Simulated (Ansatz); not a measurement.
One change: `C=C(N)CBr` becomes `C=[C](N)[GaH][CH3]`.

Ansatz, PBE0-D4/def2-TZVP geometries, multiplicity 1. Each molecule was computed in one conformer, which needn't be the lowest.

Scalar relativity is left out up to krypton.

```json
{"property": "HOMO–LUMO gap (PBE/def2-TZVPP) / eV", "`C=C(N)CBr`": "3.75"}
{"property": "size of the dipole moment (B3LYP/def2-TZVPP) / D", "`C=C(N)CBr`": "1.16"}
{"property": "LUMO energy (B3LYP/def2-TZVPP) / eV", "`C=C(N)CBr`": "-0.78"}
{"property": "LUMO energy (PBE0/def2-TZVPP) / eV", "`C=C(N)CBr`": "-0.54"}
{"property": "HOMO energy (PBE/def2-TZVPP) / eV", "`C=C(N)CBr`": "-5.25"}
{"property": "HOMO–LUMO gap (PBE0/def2-TZVPP) / eV", "`C=C(N)CBr`": "5.86"}
```

Question: What does the change do to each property? (Estimate.)

Answer: Ansatz gave: 
| property | `C=[C](N)[GaH][CH3]` | shift |
| --- | --- | --- |
| HOMO–LUMO gap (PBE/def2-TZVPP) / eV | 2.85 | -0.90 |
| size of the dipole moment (B3LYP/def2-TZVPP) / D | 0.92 | -0.24 |
| LUMO energy (B3LYP/def2-TZVPP) / eV | -1.50 | -0.72 |
| LUMO energy (PBE0/def2-TZVPP) / eV | -1.23 | -0.69 |
| HOMO energy (PBE/def2-TZVPP) / eV | -4.87 | 0.38 |
| HOMO–LUMO gap (PBE0/def2-TZVPP) / eV | 4.74 | -1.12 |

With PBE0 the HOMO rises by 0.42 eV and the LUMO falls by 0.69 eV, so the gap narrows by about 1.11 eV. PBE moves the HOMO by 0.38 eV and ωB97M-V by 0.43 eV. Dipoles are sizes alone; their direction can turn.

B3LYP here is the variant with VWN-RPA as its local correlation; programs differ in this.

Spin–orbit coupling is left out; it splits and shifts lone-pair levels of the heavy atoms by tenths of an eV.
